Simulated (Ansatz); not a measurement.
Reaction (redistribution): `C[NH][Zr]([OH])([OH])[OH]` + `Cl[SiH2]CI` → `[OH][Zr]([OH])([OH])[I]` + `CNC[SiH2]Cl`

Computed with Ansatz on PBE0-D4/def2-TZVP structures; ΔE is electronic, products minus reactants. CCSD(T)/CBS is the MP2 limit (def2-TZVPP, def2-QZVPP) plus CCSD(T) − MP2 in def2-TZVPP, frozen cores. Functionals use def2-TZVPP. def2 core potentials past Kr. For I, Zr outer-core shells are correlated without core-valence functions, which leaves a few kJ/mol of doubt a bond. Each species was taken in one conformer, which may not be the lowest.

`C[NH][Zr]([OH])([OH])[OH]`:

Cartesian coordinates in Å:
```
C -0.571 1.963 0.567
N -0.102 1.041 -0.445
Zr 0.213 -0.962 -0.278
O 1.983 -1.318 0.449
O 0.110 -1.678 -2.075
O -1.106 -1.629 0.976
H -0.786 1.424 1.494
H 0.170 2.737 0.808
H -1.499 2.469 0.273
H 0.051 1.508 -1.330
H 2.817 -0.991 0.774
H 0.253 -2.313 -2.770
H -1.533 -2.250 1.558
```

`Cl[SiH2]CI`:

```xyz
8

Cl    1.364    0.154   -1.996
Si    0.214   -0.726   -0.546
C    -0.517    0.585    0.564
I     1.010    1.608    1.655
H     1.058   -1.654    0.237
H    -0.884   -1.458   -1.226
H    -1.183    0.145    1.307
H    -1.061    1.345    0.004
```

`[OH][Zr]([OH])([OH])[I]`:

Cartesian coordinates in Å:
```
O 0.859 1.101 -1.198
Zr -0.211 -0.073 -0.140
O 0.791 -1.630 0.325
O -0.800 0.822 1.439
I -2.422 -0.839 -1.612
H 1.311 1.865 -1.544
H 1.466 -2.298 0.388
H -0.995 1.050 2.343
```

`CNC[SiH2]Cl`:

```xyz
13

C    -1.058    0.234    1.301
N     0.339    0.512    1.040
C     0.927   -0.330    0.016
Si    0.355    0.051   -1.733
Cl   -1.446   -0.857   -2.181
H    -1.269   -0.827    1.513
H    -1.666    0.520    0.439
H    -1.392    0.831    2.151
H     0.867    0.418    1.897
H     2.008   -0.145   -0.011
H     0.803   -1.414    0.197
H     1.346   -0.502   -2.690
H     0.185    1.508   -1.940
```

```
             level  ΔE (kJ/mol)  difference from CCSD(T)/CBS
         r2SCAN-D4        -77.6                         -9.9
           PBE0-D4        -80.9                        -13.2
           ωB97X-V        -79.7                        -12.0
               PBE        -71.4                         -3.7
              PBE0        -81.1                        -13.4
     HF/def2-TZVPP        -97.3                        -29.6
    MP2/def2-TZVPP        -74.0                         -6.3
SCS-MP2/def2-TZVPP        -71.4                         -3.7
     HF/def2-QZVPP        -96.8                        -29.1
      HF/CBS(def2)        -96.7                        -29.0
       CCSD(T)/CBS        -67.7                            0
```

Largest T1 diagnostic among the species: 0.016.

In def2-TZVPP, CCSD(T) changes the Hartree–Fock value by +24.3 kJ/mol (the triples alone add +1.9 kJ/mol) and MP2 by +23.2 kJ/mol. From PBE to PBE0 (25 % exact exchange), in def2-TZVPP and without D4, ΔE moves by −9.7 kJ/mol.
